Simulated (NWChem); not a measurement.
InI$_{3}$; SMILES [I][In]([I])[I]

Program: NWChem. All runs use the structure optimised with PBE0/def2-SVP. Not confirmed as a minimum by frequencies. def2 effective core potentials on In, I; no spin-orbit coupling. Level PBE/def2-SVP: single points from the atomic guess with DIIS by default; each run changes one setting, and all converged runs end within 0.3 mHa of each other.

### Question
Which setting needs the most SCF iterations, or fails (defaults; no level shifting; DIIS on 3 Fock matrices; DIIS on 20 Fock matrices; no DIIS, 40 % damping)?

### Answer
no DIIS, 40 % damping, with 80 against 7 for the defaults.
| setting | SCF iterations |
|---|---|
| defaults | 7 |
| DIIS on 3 Fock matrices | 9 |
| DIIS on 20 Fock matrices | 7 |
| no level shifting | 7 |
| no DIIS, 40 % damping | 80 |
